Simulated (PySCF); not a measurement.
## Yb²⁺: excitation energy

Yb²⁺ [Xe] 4f14 (1S) → Yb²⁺ [Xe] 4f13 6s1 (3F), as a difference of total energies. Calculation: PySCF 2.14, in x2c-TZVPPall; scalar relativity by spin-free X2C-1e. Correlated levels: valence: [Kr] 4d10 frozen; valence and next inner shell: [Ar] 3d10 frozen. The calculations carry no spin-orbit coupling.

```json
{"method": "UHF", "excitation energy (eV)": "0.918"}
{"method": "LDA", "excitation energy (eV)": "5.870"}
{"method": "PBE", "excitation energy (eV)": "5.465"}
{"method": "PBE0", "excitation energy (eV)": "4.588"}
{"method": "MP2 (valence)", "excitation energy (eV)": "6.076"}
{"method": "SCS-MP2 (valence)", "excitation energy (eV)": "5.343"}
{"method": "MP2 (valence and next inner shell)", "excitation energy (eV)": "6.553"}
{"method": "SCS-MP2 (valence and next inner shell)", "excitation energy (eV)": "5.694"}
```

Task: How much does correlation contribute at MP2 (valence and next inner shell)?

Result: 6.553 − (0.918) = 5.635 eV, measured against UHF.

A first-order spin-orbit estimate (lowest level to lowest level, LS coupling) adds -0.602 eV.

The basis was made for the ground configuration and has no added diffuse functions, so the excitation energy can come out too high.
